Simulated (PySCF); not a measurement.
**Simulated absorption spectrum**

Compound: C6H4F2OS.
InChI=1S/C6H4F2OS/c1-2-4-3-5(7)6(8)10(4)9/h1,4H,3H2/t4-,10+/m1/s1

Level of theory: TDDFT CAM-B3LYP/def2-SVPD, vertical, gas phase, core orbitals frozen in the response (PySCF). Geometry: GFN2-xTB, one conformer, isolated molecule.

Each state is given a Gaussian of 0.4 eV full width at half maximum, with ε(max) = 2.175×10⁸ f / Δν̃ (Δν̃ the width in cm⁻¹). The width is an assumption, not a result. The curve ends short of the highest state used, and states not computed would add to its high-energy end.

E (eV), ε (L mol⁻¹ cm⁻¹) and a bar:
```
     4.78          2 
     4.82          6 
     4.87         14 
     4.91         28 
     4.96         60 #
     5.00        104 #
     5.05        195 ##
     5.09        303 ####
     5.14        489 ######
     5.18        678 ########
     5.23        954 ############
     5.27       1191 ###############
     5.32       1480 ###################
     5.36       1682 #####################
     5.41       1871 ########################
     5.45       1957 #########################
     5.50       1972 #########################
     5.54       1912 ########################
     5.59       1757 ######################
     5.63       1589 ####################
     5.68       1358 #################
     5.72       1190 ###############
     5.77       1045 #############
     5.81       1009 #############
     5.86       1087 ##############
     5.90       1245 ################
     5.95       1535 ###################
     5.99       1808 #######################
     6.04       2147 ###########################
     6.08       2387 ##############################
```

Q: Locate the maxima and give the states behind the curve.

A: 226 nm (5.48 eV), ε about 2000, made up of S1 (50%) and S2 (50%) (ε in L mol⁻¹ cm⁻¹; maxima over ε = 5, shares over 10%). At its high-energy end, 6.08 eV, the curve is still rising (ε about 2400, from S3 and S4). The states used: S1 5.38 eV (f 0.018); S2 5.59 eV (f 0.018); S3 6.10 eV (f 0.027); S4 6.24 eV (f 0.0076); S5 6.37 eV (f 0.0021); S6 6.47 eV (f 0.035); S7 6.67 eV (f 0.013); S8 6.68 eV (f 0.100).

Q: On this curve, what absorbance would a 10⁻⁵ mol/L sample give at 254 nm over a 1 cm path?

A: 254 nm is 4.881 eV, where ε is about 17 L mol⁻¹ cm⁻¹, so A = ε c l ≈ 0.00017 (Beer–Lambert, with the gas-phase spectrum and the assumed width).

Q: What would ε be at 5.48 eV, the highest of these maxima, with half the width (0.2 eV)?

A: About 2250 L mol⁻¹ cm⁻¹ against 1980, a factor of about 1.1; a lone state at its own centre would give exactly 2.

Q: Coming from long wavelengths, where does ε first pass 100 L mol⁻¹ cm⁻¹?

A: At about 248 nm (5.00 eV), 0.38 eV below S1.

Hardware: an x86-64 server with one thread, shared host. Cost: 68 s.
